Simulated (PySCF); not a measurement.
## How methods differ on the ionisation energy of Tl⁶⁵⁺

Tl⁶⁵⁺ [Ne] 3s2 3p4 (3P) → Tl⁶⁶⁺ [Ne] 3s2 3p3 (4S), as a difference of total energies. All numbers are calculated (PySCF 2.14, the spin-free X2C one-electron Hamiltonian (Gaussian nucleus), in an uncontracted even-tempered set (17 s from 18 bohr⁻², ratio 2.5; 12 p from 24 bohr⁻², ratio 2.5; 4 d from 97 bohr⁻², ratio 2.7; 4 f from 150 bohr⁻², ratio 2.7)). Correlated levels: outer shells: 1s2 frozen; virtual orbitals above 40 to 60 times the deepest correlated orbital energy dropped. The calculations carry no spin-orbit coupling.

| method | ionisation energy (eV) |
| --- | --- |
| UHF | 7580.8 |
| MP2 (outer shells) | 7582.1 |
| SCS-MP2 (outer shells) | 7582.1 |
| CCSD (outer shells) | 7582.1 |
| CCSD(T) (outer shells) | 7582.1 |

Spin-orbit coupling is strong in these open shells (close to jj coupling). The scalar numbers leave it out and a first-order estimate fails, so it can dominate the gap to the real levels.

The ground level that NIST lists for one species does not belong to the high-spin term computed here, so part of any gap is the choice of state.

Breit and QED terms and the two-electron picture change are absent.

For comparison: 7430 ± 30 eV (theoretical estimate listed by NIST; NIST Atomic Spectra Database, ionization energies).
